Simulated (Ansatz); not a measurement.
Consider the cleavage of the Si–B bond: `F[SiH2]BC[SiH3]` + `OBS` → `F[SiH2]OBS` + `BC[SiH3]`.

Gas-phase electronic energies from Ansatz, PBE0-D4/def2-TZVP geometries. CCSD(T)/CBS is the MP2 limit (def2-TZVPP, def2-QZVPP) plus CCSD(T) − MP2 in def2-TZVPP, frozen cores. DFT in def2-TZVPP. Each species was taken in one conformer, which may not be the lowest.

```csv
level,ΔE (kJ/mol)
ωB97M-V,-129.5
B2PLYP,-133.4
MP2/def2-TZVPP,-135.4
HF/def2-QZVPP,-156.3
MP2/def2-QZVPP,-136.6
HF/CBS(def2),-156.6
MP2/CBS(def2),-136.3
CCSD/CBS(def2),-132.2
```

(1) What does CCSD(T)/CBS give? (Best estimate.)

Largest T1 diagnostic among the species: 0.013.

Answers

(1) Ansatz gave: -129.1 kJ/mol. The listed levels differ from it by -0.4, -4.3, -6.3, -27.2, -7.5, -27.5, -7.2, -3.1 kJ/mol.

From PBE to PBE0 (25 % exact exchange), in def2-TZVPP and without D4, ΔE moves by −9.2 kJ/mol. In def2-TZVPP, CCSD(T) changes the Hartree–Fock value by +25.9 kJ/mol (the triples alone add +3.1 kJ/mol) and MP2 by +18.8 kJ/mol.
